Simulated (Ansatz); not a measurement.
```yaml
crystal:
  periodic: [false, false, false]
  atoms:
    - {symbol: O, position_ang: [-0.166609, 1.155292, 1.523313]}
    - {symbol: Si, position_ang: [0.498506, 0.217800, 0.388455]}
    - {symbol: F, position_ang: [1.969621, -0.037527, 0.887845]}
    - {symbol: C, position_ang: [-0.296831, -0.865608, -0.782998]}
    - {symbol: O, position_ang: [0.240824, 0.507876, -1.188211]}
    - {symbol: H, position_ang: [-1.013019, 1.557954, 1.320281]}
    - {symbol: Xx, position_ang: [-1.374944, -0.926292, -0.912968]}
    - {symbol: H, position_ang: [0.234552, -1.666694, -1.291516]}
basis:
  gaussian: {orbitals: aug-cc-pVDZ}
hamiltonian: {xc: {name: PBE}}
correlation: {method: rpa}
```

```sh
$ ansatz run in.yaml --threads 2 --pin off --events-out ev --progress --plain --max-ram 4352MiB
```

(1) How does Ansatz answer? (Estimate.)

Answers

(1) Computed: The input was rejected before any iteration.
```
Error: YAML parse error: error: line 10 column 16: `Xx` is not an element symbol (H … Og, case-exact)
 8 |     - {symbol: O, position_ang: [0.240824, 0.507876, -1.188211]}
 9 |     - {symbol: H, position_ang: [-1.013019, 1.557954, 1.320281]}
10 |     - {symbol: Xx, position_ang: [-1.374944, -0.926292, -0.912968]}
11 |     - {symbol: H, position_ang: [0.234552, -1.666694, -1.291516]}
12 | basis:
```
